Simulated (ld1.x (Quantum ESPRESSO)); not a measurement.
## How hard is this zirconium (Zr) ultrasoft potential?

Zr (Z = 40), ultrasoft, made with ld1.x (Quantum ESPRESSO) 7.5 (LDA (PZ), scalar-relativistic). Core [Kr], reference 4d2 5s2 5p0. Waves: 5s (bound): rcut 2.80, rcutus 3.40 bohr; 5s channel at 2.1 Ry: rcut 2.80, rcutus 3.40 bohr; 5p (bound, empty): rcut 3.95, rcutus 4.70 bohr; 5p channel at 4.95 Ry: rcut 3.95, rcutus 4.70 bohr; 4d (bound): rcut 2.50, rcutus 3.35 bohr; 4d channel at 1.5 Ry: rcut 2.50, rcutus 3.35 bohr. Local part: all-electron potential smoothed inside 2.80 bohr (lloc = -2). Core correction: none. Augmentation charge: PSQ, inside the norm-conserving radii.

The pseudo-atom Hamiltonian at the reference potential is diagonalised in spherical Bessel functions j_l(qr) that vanish at 20 bohr, with q² up to the cutoff. All-electron valence levels (Ry): 5s -0.3378, 5p -0.1139, 4d -0.2747.

How do the lowest levels (Ry) of each channel move with the cutoff, and are there ghosts?

```csv
cutoff (Ry),s #1,s #2,p #1,p #2,d #1,f #1,f #2,Σ f·Δε (mRy)
8,-0.3377,0.0034,-10.1809,-0.1139,-0.2738,0.1034,0.2155,1.6
10,-0.3377,0.0034,-10.2031,-0.1139,-0.2745,0.1034,0.2155,0.4
12,-0.3378,0.0034,-10.2738,-0.1139,-0.2745,0.1034,0.2155,0.3
15,-0.3378,0.0034,-10.3350,-0.1139,-0.2746,0.1034,0.2155,0.1
400,-0.3378,0.0034,-10.3386,-0.1139,-0.2747,0.1034,0.2155,0.0
```

Result: ghost state, extra bound levels that the all-electron valence spectrum of the same l lacks: p at -140.7 eV (a true bound ghost makes a file unfit for plane-wave use); 10 mRy is reached at 8 Ry and 1 mRy at 10 Ry.
